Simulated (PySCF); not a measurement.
Electron correlation in Fe (iron, neutral)

[Ar] 3d7 4s1, 4s spin antiparallel (an excited configuration). Computed with PySCF 2.14 in x2c-TZVPPall with one added diffuse shell each of s, p, d, f type (7s6p5d3f1g, 80 functions), with the spin-free X2C one-electron Hamiltonian (Gaussian nucleus). Frozen: [Ar]; 8 electrons correlated.

MP2 pair energies summed by pair of shells (mhartree):

```csv
pair,energy,share (%)
3d-3d,-207.37,90.6
3d-4s,-21.56,9.4
```

Total MP2 correlation energy: -228.92 mhartree.

Same-spin part -92.63 and opposite-spin part -136.29 mhartree; SCS-MP2 scales them by 1/3 and 6/5 to -194.43 mhartree.
